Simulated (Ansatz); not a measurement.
```yaml
crystal:
  periodic: [false, false, false]
  atoms:
    - {symbol: B, position_ang: [0.258023, -1.226227, 0.537088]}
    - {symbol: Si, position_ang: [1.294685, 0.473158, 0.217843]}
    - {symbol: C, position_ang: [-0.009370, 1.607270, -0.603326]}
    - {symbol: Se, position_ang: [0.383261, 3.263190, -1.102098]}
    - {symbol: O, position_ang: [-1.225051, 1.100611, -0.784737]}
    - {symbol: Ga, position_ang: [-1.618898, -0.602950, -0.268423]}
    - {symbol: H, position_ang: [-0.190341, -1.651484, -0.592587]}
    - {symbol: H, position_ang: [0.678729, -2.224757, 1.038117]}
    - {symbol: H, position_ang: [1.772666, 1.114274, 1.469186]}
    - {symbol: H, position_ang: [2.437662, 0.298203, -0.714034]}
    - {symbol: H, position_ang: [-3.021268, -1.197939, -0.473389]}
    - {symbol: H, position_ang: [-0.760098, -0.953349, 1.276358]}
basis:
  gaussian: {orbitals: aug-cc-pVTZ}
total_charge: 3
magnetization: {spin_polarized: true, initial_magnetization: 1}
hamiltonian: {xc: {name: BLYP}, dispersion: d3bjatm}
```

```sh
$ ansatz run in.yaml --threads 2 --pin off --events-out ev --progress --plain --max-ram 32768MiB --backend cuda --devices 0, --max-vram 18GiB
```

It prints (some lines left out):

```
Functional definition: BLYP
2241 factors; their error is unknown
mean field evaluation 1: about -129326.1729 eV, gradient 1.4e2 eV
mean field evaluation 2: about -128420.0244 eV, gradient 3.0e2 eV
mean field evaluation 4: about -129210.5362 eV, gradient 1.7e2 eV
mean field evaluation 8: about -129403.9335 eV, gradient 5.6e1 eV
mean field evaluation 16: about -129427.5203 eV, gradient 2.6e-1 eV
mean field evaluation 32: about -129427.5208 eV, gradient 7.9e-1 eV
mean field evaluation 96: about -129426.5208 eV, gradient 4.2e0 eV
mean field evaluation 128: about -129427.1192 eV, gradient 2.7e-2 eV
mean field evaluation 160: about -129427.3914 eV, gradient 7.4e-1 eV
mean field -129427.52048323 eV, -4756.3736486343 hartree, gradient 6.0e-6 eV, S^2 1.429251; 12 other end points of the search recorded, 0 dependent functions left out
reference -129427.52090675 eV, -4756.3736641983 hartree; 51, 50 occupied and 393, 394 virtual orbitals, 2241 factors
Total energy: -129428.35344421 eV, -4756.4042593857 hartree
```

Q: What is wrong with this run?

A: The charge is far from anything that the molecule holds. Self-consistency was reached. The result belongs to that input, not to the molecule as meant.
